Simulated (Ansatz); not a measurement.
Frontier orbitals of CH5ClOSn (`[CH3][SnH]([OH])[Cl]`).

```
atom   x (Å)   y (Å)   z (Å)
  C1   0.632   0.614   1.185
 Sn2  -0.608  -0.156  -0.343
  O3   0.518  -0.194  -1.944
 Cl4  -1.128  -2.384   0.145
  H5   0.106   0.592   2.138
  H6   1.524  -0.008   1.244
  H7   0.916   1.638   0.943
  H8  -2.101   0.591  -0.694
  H9   0.141  -0.691  -2.673
```

The species carries charge 0 and has multiplicity 1. Correlated methods include outer-core shells of Sn, which these sets cover unevenly. Sn: def2 effective core potential. All single points use the PBE0-D4/def2-TZVP geometry. It is one conformer, not always the lowest. Basis def2-TZVPP, Ansatz.

| functional | HOMO (eV) | LUMO (eV) |
| --- | --- | --- |
| LC-ωPBE | -11.18 | 1.70 |

**Question.** Give HOMO and LUMO (eV) with LDA (SPW92), PBE, revPBE, BLYP, r2SCAN, B97M-V, PBE0, B3LYP, r2SCANh, r2SCAN0, HSE06 (plane-wave form), BHLYP, CAM-B3LYP, ωB97X-V, ωB97M-V, HF. (Estimate.)

**Answer.** Ansatz gave: 
```
             functional    HOMO   LUMO
            LDA (SPW92)   -7.11  -1.76
                    PBE   -6.95  -1.51
                 revPBE   -6.89  -1.41
                   BLYP   -6.85  -1.49
                 r2SCAN   -7.32  -1.20
                 B97M-V   -7.42  -1.24
                   PBE0   -8.43  -0.55
                  B3LYP   -8.19  -0.89
                r2SCANh   -7.88  -0.86
                r2SCAN0   -8.66  -0.35
HSE06 (plane-wave form)   -8.03  -0.92
                  BHLYP   -9.67   0.37
              CAM-B3LYP   -9.80   0.42
                ωB97X-V  -10.82   1.55
                ωB97M-V  -10.67   1.29
                     HF  -11.56   2.39
```

B3LYP here is the variant with VWN-RPA as its local correlation; programs differ in this. LC-ωPBE has ω = 0.4 bohr⁻¹. Positive LUMOs are unbound and depend on the basis.
